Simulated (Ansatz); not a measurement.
The same path of CH$_{6}$AlFSi (10 atoms, charge 0, multiplicity 1) was run twice with different band settings. The coordinate that changes most is the dihedral H5–C1–Al2–Si4.

Level of theory: RKS PBE0-D4/def2-SVP (Ansatz 0.2.0).

Relaxed end points:

```xyz
10
Properties=species:S:1:pos:R:3
C 0.063 1.431 -1.346
Al 0.699 0.294 0.096
F 2.244 0.589 0.673
Si -0.493 -1.541 1.193
H 0.736 1.369 -2.218
H -0.953 1.169 -1.680
H 0.054 2.489 -1.031
H 0.245 -2.837 1.040
H -0.651 -1.286 2.662
H -1.862 -1.728 0.614
```

```xyz
10
Properties=species:S:1:pos:R:3
C -0.095 1.598 -1.143
Al 0.551 0.442 0.280
F 1.811 1.023 1.218
Si -0.252 -1.791 0.884
H -0.936 1.159 -1.702
H -0.427 2.568 -0.736
H 0.713 1.818 -1.862
H 0.837 -2.812 0.749
H -0.729 -1.832 2.304
H -1.389 -2.223 0.010
```

Common settings: movable images 7; climbing image yes; spring 5.0 eV/Å²; start path IDPP; force threshold 0.05 eV/Å; iteration limit 60; end points relaxed.

| run | optimiser | largest step |
| --- | --- | --- |
| 1 | quadratic models (default) | default |
| 2 | fire | 0.02 Å |

Problem. What does each run give, and how far can it be trusted?

Solution. Run 1: converged after 4 iterations, highest image 0.000 eV above the first end. The highest image is an end point: on this band no image between the ends rises above it.
Run 2: converged after 19 iterations, highest image 0.001 eV above the first end. The top lies less than 8 meV above the higher end, about what the thresholds resolve: that end is a shoulder or a very shallow well. The order of the stationary point at the top wasn't checked.
